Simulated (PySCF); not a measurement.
Si(Cl)2(OH)(SH) (Cl₂H₂OSSi), SMILES O[Si](Cl)(S)Cl. Geometry optimised at PBE0-D3(BJ)/def2-SVP. This is a generated structure with no PubChem entry under its InChIKey; it may be hypothetical. One conformer was computed; it need not be the lowest.

Computed equilibrium geometry at PBE0-D3(BJ)/def2-SVP (PySCF confirms it by a frequency run) as a Z-matrix (one conformer of several):
```
Si
O 1 1.6420
H 2 0.9635 1 117.08
Cl 1 2.0481 2 112.33 3 78.62
Cl 1 2.0594 2 108.12 3 -39.83
S 1 2.1080 2 109.13 3 -163.60
H 6 1.3526 1 92.93 2 51.96
```
Charge 0, spin multiplicity 1.
